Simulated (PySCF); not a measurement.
Atoms are numbered as in `[CH:1]#[C:2][c:3]1[n:4][cH:5][cH:6][n:7]1[SiH3:8]` (H(Xn): hydrogen on atom n).

GIAO PBE0/pcSseg-1 shifts (PySCF, gas phase, non-relativistic, equivalent atoms averaged), each against references optimised in the same way as the molecule (TMS, NH3).

On the GFN2-xTB geometry: C3 138.7, C5 137.5, C6 128.0, C1 89.4, C2 80.4, N4 333.6, N7 184.2, Si8 -54.1, H(C5) 7.35, H(C6) 6.78, H(Si8) 5.12, H(C1) 2.96 ppm.

Q: What changes on the PBE0-D3(BJ)/def2-SVP geometry?

A: 
| atoms | δ (ppm) | change |
| --- | --- | --- |
| C3 | 137.7 | -1.0 |
| C5 | 137.4 | -0.1 |
| C6 | 128.2 | +0.2 |
| C1 | 88.4 | -1.0 |
| C2 | 78.7 | -1.7 |
| N4 | 330.5 | -3.1 |
| N7 | 188.4 | +4.2 |
| Si8 | -48.3 | +5.8 |
| H(C5) | 7.24 | -0.11 |
| H(C6) | 6.82 | +0.04 |
| H(Si8) | 5.04 | -0.08 |
| H(C1) | 3.33 | +0.37 |

Part of each change is the reference's own: σ(TMS, C) goes from 186.9 to 184.4 ppm, σ(NH3, N) goes from 267.7 to 265.7 ppm, σ(TMS, Si) goes from 349.2 to 352.0 ppm, σ(TMS, H) goes from 31.72 to 31.27 ppm.

Bonds between heavy atoms that differ most (equivalent bonds averaged): N7–Si8 1.752 → 1.787 Å, C2–C3 1.404 → 1.421 Å, C5–C6 1.363 → 1.376 Å, C1–C2 1.201 → 1.214 Å, C3–N4 1.308 → 1.316 Å. Mean change of bonds to hydrogen: C–H +0.020 Å, Si–H +0.027 Å.
